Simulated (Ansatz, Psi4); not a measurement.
Predicting a hybrid from its neighbours: SnO (tin(ii) oxide)

SnO: 2 atoms, total charge 0, spin state singlet. SMILES: `[O]=[Sn]`. Geometry: relaxed at PBE0-D4/def2-TZVP.

The HOMO–LUMO gap y, in eV, basis def2-TZVPPD with a core potential; a is the functional's share of exact exchange. Programs: Ansatz 0.2.0, Psi4 1.11.

```
functional  program     a  y (eV)
    r2SCAN     Psi4     0    3.86
      BLYP     Psi4     0    3.42
     TPSSh     Psi4   0.1    4.35
     B3LYP     Psi4   0.2       ?
   r2SCAN0   Ansatz  0.25    5.65
      PBE0     Psi4  0.25    5.38
     BHLYP     Psi4   0.5    7.17
```

Q: Fit y = c + s·a to the known rows and predict B3LYP.

A: 
1. Means of the 6 rows: a = 0.1833, y = 4.972.
2. Σ(Δa)² = 0.18333, Σ(Δa·Δy) = 1.3087, so the slope is 1.3087/0.18333 = 7.1385.
3. Intercept: 4.972 − (7.1385) × 0.1833 = 3.664. The largest residual of the fit is 0.24.
4. B3LYP: 3.664 + (7.1385) × 0.2 = 5.09 eV.

The run gave 4.95 eV, so the prediction is off by +0.14 eV, within the largest residual. Exact exchange lowers occupied levels and raises empty ones. The rows mix families of semi-local functionals, which the line can't see.
